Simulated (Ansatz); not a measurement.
Zr3O5⁻. Total charge -1; doublet. Geometry PBE0-D4/def2-SVP, that of the neutral singlet.

```tsv
atom	x (Å)	y (Å)	z (Å)
Zr1	1.763	0.155	0.136
Zr2	-1.254	-0.663	1.066
Zr3	-0.743	1.254	-1.309
O4	0.910	1.869	-0.725
O5	-1.897	1.108	0.141
O6	-1.924	-2.080	0.265
O7	2.474	-0.887	-1.090
O8	0.672	-0.756	1.515
```

In the def2 sets Zr takes a core potential; there is no spin–orbit coupling. At PBE-D4/def2-TZVPD, r2SCAN-D4/def2-TZVPD the highest occupied level of the charge -1 doublet lies above zero (up to 0.22 eV). By energy differences its removal costs 1.54 eV (vertical, to the charge 0 singlet, at PBE-D4/def2-TZVPD); a positive level beside a positive removal energy at the same level points to self-interaction error. The structure comes from a short search, and lower isomers may exist.

Question: Estimate the α-spin orbital energies around the gap (eV) in Ansatz with PBE-D4/def2-TZVPD, r2SCAN-D4/def2-TZVPD, PBE0-D4/def2-TZVPD.

Answer: 
| orbital | PBE-D4/def2-TZVPD | r2SCAN-D4/def2-TZVPD | PBE0-D4/def2-TZVPD |
| --- | --- | --- | --- |
| HOMO−5 | -2.80 | -3.05 | -4.20 |
| HOMO−4 | -2.73 | -2.96 | -4.19 |
| HOMO−3 | -2.53 | -2.73 | -3.92 |
| HOMO−2 | -2.21 | -2.43 | -3.63 |
| HOMO−1 | -1.04 | -1.11 | -1.72 |
| HOMO | 0.22 | 0.11 | -0.30 |
| LUMO | 0.47 | 0.55 | 0.95 |
| LUMO+1 | 0.76 | 0.89 | 1.35 |
| LUMO+2 | 0.92 | 1.16 | 1.91 |
| LUMO+3 | 1.70 | 1.89 | 2.37 |
| LUMO+4 | 1.74 | 1.97 | 2.54 |
| LUMO+5 | 1.99 | 2.25 | 2.81 |
| β HOMO | -0.91 | -1.00 | -1.57 |
| β LUMO | 0.76 | 0.77 | 1.33 |
